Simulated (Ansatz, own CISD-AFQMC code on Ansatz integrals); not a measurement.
H6B2Si, SMILES `B[SiH2]B` (charge 0, multiplicity 1).

Cartesian coordinates (Å):
```xyz
9

B     -1.5942    -0.1685    -0.1297
Si     0.1210     0.7612     0.3467
B      1.4701    -0.6115    -0.2271
H     -2.1292    -0.9024     0.6470
H     -2.0733    -0.0524    -1.2184
H      0.2072     1.0352     1.8095
H      0.2817     2.0381    -0.4052
H      1.8941    -0.6258    -1.3443
H      1.8226    -1.4739     0.5214
```
Charge 0, multiplicity 1.

Frozen-core energies in cc-pVDZ from Ansatz (an electronic-structure program) at a geometry from PBE0-D3(BJ)/def2-TZVP; the HF reference has <S^2> = 0.00 and the T1 diagnostic is 0.015.

```csv
level,energy (Ha)
HF,-341.71806
MP2,-341.98418
CCSD,-342.04428
```

Question: Estimate the energies of CCSD(T), CCSDT, phaseless AFQMC, CISD trial (own CISD-AFQMC code on Ansatz integrals; ±0.26 mHa) and CCSDT(Q), and give each level's difference from CCSDT(Q).

Answer: 
```json
[
 {"level": "MP2", "energy (Ha)": "-341.98418", "difference from CCSDT(Q) (mHa)": "70.23"},
 {"level": "CCSD", "energy (Ha)": "-342.04428", "difference from CCSDT(Q) (mHa)": "10.13"},
 {"level": "CCSD(T)", "energy (Ha)": "-342.05251", "difference from CCSDT(Q) (mHa)": "1.90"},
 {"level": "CCSDT", "energy (Ha)": "-342.05402", "difference from CCSDT(Q) (mHa)": "0.39"},
 {"level": "phaseless AFQMC, CISD trial (own CISD-AFQMC code on Ansatz integrals; ±0.26 mHa)", "energy (Ha)": "-342.05418", "difference from CCSDT(Q) (mHa)": "0.23"},
 {"level": "CCSDT(Q)", "energy (Ha)": "-342.05441", "difference from CCSDT(Q) (mHa)": "0.00"}
]
```
